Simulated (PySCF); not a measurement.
# 2-Cyanofuran: calculation and literature

Molfile (atoms numbered from 1):
```
C5H3NO
     RDKit          3D

 10 10  0  0  0  0  0  0  0  0999 V2000
    3.3251   -0.5911   -0.1270 N   0  0  0  0  0  0  0  0  0  0  0  0
    2.1859   -0.4241   -0.0786 C   0  0  0  0  0  0  0  0  0  0  0  0
    0.7981   -0.1858   -0.0250 C   0  0  0  0  0  0  0  0  0  0  0  0
    0.0702    0.9573   -0.1590 C   0  0  0  0  0  0  0  0  0  0  0  0
   -1.2874    0.5740   -0.0088 C   0  0  0  0  0  0  0  0  0  0  0  0
   -1.2772   -0.7663    0.2037 C   0  0  0  0  0  0  0  0  0  0  0  0
   -0.0209   -1.2449    0.1976 O   0  0  0  0  0  0  0  0  0  0  0  0
    0.4680    1.9423   -0.3414 H   0  0  0  0  0  0  0  0  0  0  0  0
   -2.1561    1.2102   -0.0534 H   0  0  0  0  0  0  0  0  0  0  0  0
   -2.0554   -1.4924    0.3706 H   0  0  0  0  0  0  0  0  0  0  0  0
  1  2  3  0
  2  3  1  0
  3  4  2  0
  4  5  1  0
  5  6  2  0
  6  7  1  0
  7  3  1  0
  4  8  1  0
  5  9  1  0
  6 10  1  0
M  END
```

A single conformation, relativity neglected, gas phase. Coordinates at the PBE0-D3(BJ)/def2-TZVP level; GIAO B97-2/pcSseg-2 shieldings; PySCF 2.14.

Reference values: estimated from measurements, as parent shift plus tabulated substituent increment (solution, not stated per compound (mostly CDCl3 or CCl4); Pretsch, Buehlmann, Badertscher, Structure Determination of Organic Compounds, 4th ed. (2009)).
```csv
atoms,quantity,reference,computed,"computed, scaled"
H10,δ ¹H,7.38,7.64,7.31
H8,δ ¹H,6.86,7.22,6.92
H9,δ ¹H,6.36,6.68,6.41
```

Computed shifts are σ(ref) − σ with the named reference compound (TMS for H and C) calculated as an isolated molecule at the same level. The measured values may be among those fitted. Expected solution values come from regression of measured δ (H and C: mostly CDCl3, vs TMS) on computed σ: ¹H: δ = 29.81 − 0.938σ (rms 0.14 ppm, 293 shifts, 0.16 ppm with the 4 outliers that the fit left out). A few per cent of atoms miss by over 2 rms, more outside the fitted compound classes.

Task: How far are the unscaled ¹H shifts from the references?

Result: Mean signed difference +0.31 ppm, mean absolute 0.31 ppm over 3 comparisons; the largest is +0.36 ppm at H8 (hydrogen on an aromatic CH).
